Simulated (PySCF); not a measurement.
Molecule: `InChI=1S/C3H7ClO2S/c1-2-3-7(4,5)6/h2-3H2,1H3`.

Molfile (atoms numbered from 1):
```
C3H7ClO2S
     RDKit          3D

 14 13  0  0  0  0  0  0  0  0999 V2000
   -3.3935    3.5206   -1.1723 C   0  0  0  0  0  0  0  0  0  0  0  0
   -4.1714    2.7956   -2.2590 C   0  0  0  0  0  0  0  0  0  0  0  0
   -5.0726    1.6781   -1.7674 C   0  0  0  0  0  0  0  0  0  0  0  0
   -6.5451    2.1925   -0.8830 S   0  0  0  0  0  6  0  0  0  0  0  0
   -7.3345    1.0185   -0.5844 O   0  0  0  0  0  0  0  0  0  0  0  0
   -6.2290    3.1727    0.1342 O   0  0  0  0  0  0  0  0  0  0  0  0
   -7.5389    3.2189   -2.4322 Cl  0  0  0  0  0  0  0  0  0  0  0  0
   -2.7915    2.8153   -0.5777 H   0  0  0  0  0  0  0  0  0  0  0  0
   -4.0641    4.0525   -0.4843 H   0  0  0  0  0  0  0  0  0  0  0  0
   -2.7053    4.2529   -1.6182 H   0  0  0  0  0  0  0  0  0  0  0  0
   -4.7766    3.5021   -2.8501 H   0  0  0  0  0  0  0  0  0  0  0  0
   -3.4740    2.3289   -2.9743 H   0  0  0  0  0  0  0  0  0  0  0  0
   -4.5788    1.0223   -1.0299 H   0  0  0  0  0  0  0  0  0  0  0  0
   -5.4713    1.0494   -2.5763 H   0  0  0  0  0  0  0  0  0  0  0  0
  1  2  1  0
  2  3  1  0
  3  4  1  0
  4  5  2  0
  4  6  2  0
  4  7  1  0
  1  8  1  0
  1  9  1  0
  1 10  1  0
  2 11  1  0
  2 12  1  0
  3 13  1  0
  3 14  1  0
M  END
```

Geometry PBE0-D3(BJ)/def2-SVP throughout; GIAO in PySCF 2.14, gas phase, one conformer, non-relativistic; equivalent atoms averaged; functional PBE0.

For orientation, aug-cc-pVDZ gives these shifts δ (against TMS, CS2, H2O, HCl at the same level): C3 70.6, C2 21.4, C1 12.4, S4 353.1, O5/O6 311.1, Cl7 586.0, H13/H14 3.51, H11/H12 2.18, H8/H9/H10 1.35 ppm.

A run gave: C3 69.8, C2 21.0, C1 13.1, S4 352.0, O5/O6 327.0, Cl7 553.0, H13/H14 2.95, H11/H12 1.80, H8/H9/H10 1.13 ppm (shifts δ (against TMS, CS2, H2O, HCl at the same level)).

Which basis set was used in that run?
A. cc-pVTZ
B. pcSseg-0
C. def2-SVP
D. cc-pVDZ

Results:

D. S4 tells them apart best: cc-pVDZ gives 352.0, def2-SVP gives 366.1, pcSseg-0 gives 413.8, cc-pVTZ gives 371.4 ppm.
